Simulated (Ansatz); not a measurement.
A thermochemical cycle in electronic energies (no zero-point or thermal terms), species as SMILES, kcal/mol. Geometries: B3LYP-D3(BJ)/def2-TZVP minima from Ansatz (a quantum-chemistry and plane-wave program). Cores are frozen in the correlated levels unless marked. Open shells are spin-unrestricted. Spin-orbit coupling is left out. No relativistic terms. Basis-set limits of correlation are two-point, X^-3; Hartree-Fock from the larger set. Anions need diffuse functions, of which def2-TZVPD holds fewer than the aug- sets.

```csv
step,"CCSD(T)/CBS(aug-cc-pV(T+d)Z,aug-cc-pV(Q+d)Z) (Ansatz)",PBE0-D4/def2-TZVPD (Ansatz + dftd4)
bond energy D: P (PH3) -> [PH2] (PH2) + H atom,87.8,84.5
"electron affinity EA, positive where the anion is bound: [PH2] (PH2) + e- → [PH2-]",29.0,22.3
"ionisation of the H atom at the same level, IE",313.7,314.4
```

### Question
Find the deprotonation energy A: P (PH3) → [PH2-] + H+.

### Answer
Breaking the bond, ionising the H atom and attaching the electron to the radical add up to the deprotonation, A = D + IE - EA. At CCSD(T)/CBS(aug-cc-pV(T+d)Z,aug-cc-pV(Q+d)Z): A = D + IE - EA = 87.8 + 313.7 - 29.0 = 372.5. At PBE0-D4/def2-TZVPD: A = D + IE - EA = 84.5 + 314.4 - 22.3 = 376.6. The functional differs from the first level by -3.3 in D, -6.7 in EA and +4.1 in A; for EA and A the gap mixes functional and basis.
